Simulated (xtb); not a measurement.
TiCl4, SMILES [Cl][Ti]([Cl])([Cl])[Cl], multiplicity 1. All values are semi-empirical tight-binding results from xtb (GFN2-xTB unless named), good for trends rather than for accurate numbers. Coordinates come from a GFN2-xTB optimisation. The spin state was assumed, not searched. The isomer is the one that the SMILES or the coordinates give; other isomers of the formula were not compared.

For metal compounds this method's bond lengths and energies can be far off.

Task: Estimate the properties. (An estimate is asked for; the answer gives what the named calculation found.)

Result: 
```json
{
  "point_group_as_xtb_finds_it": "Td",
  "orbital_gap": "2.99 eV",
  "zero_point_energy": "3.2 kcal/mol",
  "G − E(el) at 298.15 K (modified RRHO)": "-17.2 kcal/mol"
}
```
